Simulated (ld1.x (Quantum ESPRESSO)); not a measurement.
**Tc (Z = 43), TM: configuration errors across variants**

```
Element                 : Tc
Generator               : ld1.x (Quantum ESPRESSO) 7.5
Type                    : norm-conserving Troullier–Martins (Kleinman–Bylander form)
Functional              : BLYP
Relativity              : scalar-relativistic
Frozen core             : [Kr]
Valence charge          : 7
Reference configuration : 4d5 5s0 5p0 (charge +2)
Partial waves           : 5s (bound, empty): rc 1.95 bohr; 5p (bound, empty): rc 2.95 bohr; 4d (bound): rc 1.35 bohr
Local potential         : the d channel
Core correction         : Bessel-smoothed model core inside 1.05 bohr
```

All-electron excitation energies from the reference (eV): (1) 4d5 5s2 5p0 -23.095; (2) 4d5 5s1 5p0 -14.971; (3) 4d4 5s0 5p0 28.610; (4) 4d5 5s0 5p2 -15.335; (5) 4d5 5s0 5p1 -10.378; (6) 4d4 5s2 5p0 -11.634; (7) 4d6 5s1 5p0 -23.938.

A true bound ghost makes a file unfit for plane-wave use even where its test errors are small: the radial tests pick states by their node count and pass the ghost by. Where a test does run into it, the solver fails or the error is huge.

Errors AE − PS in meV (a dash: test not solved or not reliable):

| change | (1) | (2) | (3) | (4) | (5) | (6) | (7) | bound ghosts |
| --- | --- | --- | --- | --- | --- | --- | --- | --- |
| base | -6.8 | -2.4 | -142 | -5.3 | -1.7 | -100 | -43 | s, p |
| all radii but the core radius scaled by about 0.83 (s 1.62, p 2.44, d 1.12 bohr) | -55 | -20 | -141 | -2.1 | -0.9 | -126 | -66 | s, p |
| all radii but the core radius scaled by about 0.89 (s 1.74, p 2.62, d 1.20 bohr) | -26 | -9.2 | -142 | -4.6 | -1.7 | -87 | -59 | s, p |
| all radii but the core radius scaled by about 0.95 (s 1.84, p 2.80, d 1.28 bohr) | -12 | -4.2 | -142 | -5.0 | -1.7 | -83 | -51 | s, p |
| all radii but the core radius scaled by about 1.04 (s 2.02, p 3.06, d 1.40 bohr) | -8.2 | -2.8 | -143 | -5.6 | -1.7 | -128 | -36 | s, p |
| all radii but the core radius scaled by about 1.11 (s 2.16, p 3.28, d 1.50 bohr) | -12 | -4.1 | -143 | -6.3 | -2.0 | -157 | -32 | s, p |
| all radii but the core radius scaled by about 1.16 (s 2.26, p 3.42, d 1.56 bohr) | -16 | -5.2 | -143 | -7.3 | -2.5 | -180 | -28 | s, p |
| all radii but the core radius scaled by about 1.24 (s 2.42, p 3.68, d 1.68 bohr) | -19 | -6.0 | -143 | -11 | -4.2 | -201 | -26 | s, p |
| all radii but the core radius scaled by about 1.29 (s 2.52, p 3.82, d 1.74 bohr) | -19 | -6.0 | -143 | -13 | -5.2 | -204 | -26 | s, p |
| all radii but the core radius scaled by about 1.40 (s 2.74, p 4.14, d 1.90 bohr) | -19 | -6.1 | -143 | -21 | -9.0 | -199 | -29 | s, p |

Question: Give the same row for: all radii but the core radius scaled by about 0.77 (s 1.50, p 2.28, d 1.04 bohr).

Answer: –, –, -140, +3.6, +1.0, -143, -4964; bound ghosts: s, p. Not counted: 4d5 5s2 5p0 (solver errors, printed error -269 eV); 4d5 5s1 5p0 (pseudo-atom not self-consistent, printed error +54.2 eV).
